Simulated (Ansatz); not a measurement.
Mulliken charges of F2H2HfOS (`[OH][Hf]([F])([F])[SH]`) from PBE/def2-TZVPP in Ansatz (PBE0-D4/def2-TZVP geometry).

| atom | x (Å) | y (Å) | z (Å) | charge (e) |
| --- | --- | --- | --- | --- |
| O1 | -1.077 | 0.356 | 0.993 | -0.383 |
| Hf2 | 0.226 | -0.598 | -0.007 | 0.978 |
| F3 | 1.596 | -1.295 | 1.115 | -0.299 |
| F4 | -0.547 | -2.076 | -0.924 | -0.299 |
| S5 | 1.208 | 0.959 | -1.632 | -0.320 |
| H6 | -1.753 | 0.635 | 1.603 | 0.194 |
| H7 | 0.409 | 1.951 | -1.194 | 0.128 |

Q: By hand: the dipole of these point charges (1 e Å = 4.8032 D).

A: Σ q r = (-0.354, 0.353, 0.236) e Å, of length 0.553 e Å = 2.66 D.

Q: How does the dipole of the full density compare? (Estimate.)

A: Computed: (-0.466, 0.307, 0.374) e Å, 3.23 D; the point charges give 0.82 times that, at 13° from its direction.

Point charges leave out the atoms' own dipoles, such as those of lone pairs, and Mulliken's split depends on the basis, so the two needn't agree.
